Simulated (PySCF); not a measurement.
# A small calculation by hand: dipole moment from atomic charges

Mg(Cl)(SH) (ClHMgS), SMILES [SH][Mg][Cl]. Atoms are numbered in the order given.

```xyz
4

Mg    -0.0149     0.0382     0.0000
Cl     0.0067     2.2290     0.0000
S     -0.0758    -2.2515     0.0000
H      1.2783    -2.3278     0.0000
```
Charge 0, spin multiplicity 1.

Coordinates come from a PBE-D3(BJ)/def2-TZVP optimisation. Other conformers were not sampled.

Charges (e) from PySCF with ωB97X/def2-TZVPD:

| atom | IAO | ESP fit |
|---|---|---|
| Mg1 | 1.545 | 0.817 |
| Cl2 | -0.812 | -0.446 |
| S3 | -0.819 | -0.500 |
| H4 | 0.086 | 0.130 |

The dipole moment of the full density is 0.87 D.

Task: What dipole moment does each set of point charges give, and which comes closer to that of the density?

Result: 
μ = Σ q r, and 1 e Å = 4.8032 D.
IAO: Σ q r = (0.144, -0.107, 0.000) e Å, |μ| = 0.86 D.
ESP fit: Σ q r = (0.189, -0.140, 0.000) e Å, |μ| = 1.13 D.
IAO comes closer in size. Point charges leave out the atoms' own dipoles (lone pairs, polarised bonds); fits to the potential absorb them, partitions of the density don't.
